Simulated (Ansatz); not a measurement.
`[AlH2][CH2][GaH2]` + `[CH2]1[NH][AlH]1` → `[AlH2][N]1[CH2][AlH]1` + `[CH3][GaH2]`  (ligand exchange at the Al–C bond)

Computed with Ansatz on PBE0-D4/def2-TZVP structures; ΔE is electronic, products minus reactants. CCSD(T)/CBS adds triple-zeta CCSD(T) − MP2 to the extrapolated MP2 energy (def2 sets, frozen cores). DFT in def2-TZVPP. B3LYP here is the variant with VWN-RPA as its local correlation; programs differ in this. HSE06 is defined as in plane-wave codes. For Ga outer-core shells are correlated without core-valence functions, which leaves a few kJ/mol of doubt a bond. Scalar relativity is left out up to krypton.

(1) Is it downhill or uphill in electronic energy at CCSD(T)/CBS, and by how much? (Best estimate.)

(2) What do these levels give: BLYP-D4, HSE06-D4, CAM-B3LYP-D4, PBE-QIDH, r2SCAN, B3LYP, BHLYP, LC-ωPBE, CCSD/def2-SVP, MP2/def2-TZVPP, HF/CBS(def2), CCSD/CBS(def2)? (Best estimate.)

Largest T1 diagnostic among the species: 0.015.

Results:

(1) Ansatz gave: Downhill: ΔE = -83.8 kJ/mol.

(2) Ansatz gave: BLYP-D4 -88.8, HSE06-D4 -80.0, CAM-B3LYP-D4 -88.9, PBE-QIDH -84.2, r2SCAN -84.7, B3LYP -88.1, BHLYP -90.3, LC-ωPBE -80.4, CCSD/def2-SVP -89.2, MP2/def2-TZVPP -90.0, HF/CBS(def2) -95.4, CCSD/CBS(def2) -84.4 kJ/mol.

At CCSD(T), def2-SVP lies −5.0 kJ/mol from the extrapolated value and def2-TZVPP −3.2 kJ/mol. In def2-TZVPP, CCSD(T) changes the Hartree–Fock value by +7.8 kJ/mol (the triples alone add +0.5 kJ/mol) and MP2 by +4.8 kJ/mol. Leaving LDA and LC-ωPBE aside and taking each functional with its dispersion term where it has one, the values, not all of them listed here, spread over 11.3 kJ/mol, from BHLYP-D4 to PBE-D4. LDA lies +3.6 kJ/mol from PBE without D4.
